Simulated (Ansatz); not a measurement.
System: CH5Ge, charge 0, doublet. CH5Ge (SMILES [CH2][GeH3], doublet).
B3LYP-D3(BJ)/def2-TZVP minimum from Ansatz (a quantum-chemistry and plane-wave program):
```xyz
7

Ge     0.2056     0.1820    -0.2140
C     -0.9386    -0.8253     0.9666
H      1.6122     0.3567     0.3997
H      0.3578    -0.5565    -1.5558
H     -0.3881     1.5813    -0.4550
H     -1.5371    -0.3466     1.7316
H     -0.9930    -1.9060     0.9285
```
Charge 0, spin multiplicity 2.

Wanted: atomisation energy (electronic, to ground-state atoms), in kcal/mol. Open shells are spin-unrestricted; no spin-orbit coupling. Cores are frozen in correlated methods (noble-gas shells, and filled d and f shells in the p block). No relativity. CBS(X,Y): correlation extrapolated as X^-3, Hartree-Fock from the larger set. A bracket is a step between two methods taken in the basis named. For partners of very few electrons the exact lower level stands in for a higher one.

CCSD(T)/CBS(cc-pVTZ,cc-pVQZ) + [CCSDT(Q) - CCSD(T)]/cc-pVTZ (Ansatz) gives 486.8 kcal/mol.

**Question.** What does PBE/def2-TZVPD (Ansatz) give here, and how do the other levels compare?

**Answer.** PBE gives 485.2 kcal/mol, 1.6 kcal/mol below it. Differences of the others: r2SCAN/def2-TZVPD (Ansatz) 5.0; B3LYP/def2-TZVPD (Ansatz) -2.2; PBE0/def2-TZVPD (Ansatz) -2.6; wB97M-V/def2-TZVPD (Ansatz) -1.6; CCSD(T)/CBS(cc-pVTZ,cc-pVQZ) (Ansatz) -0.2 kcal/mol.
